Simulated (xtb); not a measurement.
B(CCH)(F)(Me) (C3H4BF), SMILES B(C)(F)C#C. All values are semi-empirical tight-binding results from xtb (GFN2-xTB unless named), good for trends rather than for accurate numbers. The structure is a stationary point at GFN2-xTB.

Optimised geometry:

```xyz
9

B      0.3634     0.2145     0.0507
C     -1.0135    -0.3483    -0.2521
C     -2.1006    -0.8117    -0.4831
H     -3.0515    -1.2147    -0.6835
F      0.6695     1.4149    -0.4222
C      1.4470    -0.5657     0.8929
H      1.8316     0.0596     1.6970
H      2.3025    -0.8070     0.2627
H      1.0775    -1.4910     1.3235
```
Charge 0, spin multiplicity 1.

The geometry has at least one imaginary mode, so it is a saddle point at that level.

Q: Estimate the properties. (An estimate is asked for; the answer gives what the named calculation found.)

A: 
| Property | Result |
|---|---|
| orbital gap | 4.29 eV |
| dipole moment | 1.56 D |
| static polarisability (D4 model) | 46.3 bohr³ |
| solvation energy, GFN2-xTB/ALPB(water) | -1.9 kcal/mol |
| solvation energy, GFN2-xTB/ALPB(acetone) | -5.0 kcal/mol |

Q: Give the IR lines (harmonic; lines under 4 % of the strongest left out, lines within 3 cm⁻¹ merged). (Estimate from the structure and the level; the computed values follow.)

A: ν (cm⁻¹): 439 (w), 678 (w), 829 (m), 1140 (s), 1264 (vs), 1376 (w), 2207 (m), 3009 (w), 3028 (w), 3063 (w) (against the strongest line: vs over 80 %, s over 45 %, m over 15 %, w over 4 %, vw less)

Q: Give the atomic charges and the Wiberg bond orders between heavy atoms. (An estimate is asked for; the answer gives what the named calculation found.)

A: charges (e) B1 0.39, C2 -0.10, C3 -0.07, H4 0.08, F5 -0.26, C6 -0.20, H7 0.06, H8 0.06, H9 0.04. Bond orders B1–C2 1.04, C2–C3 2.88, B1–F5 1.09, B1–C6 1.02.
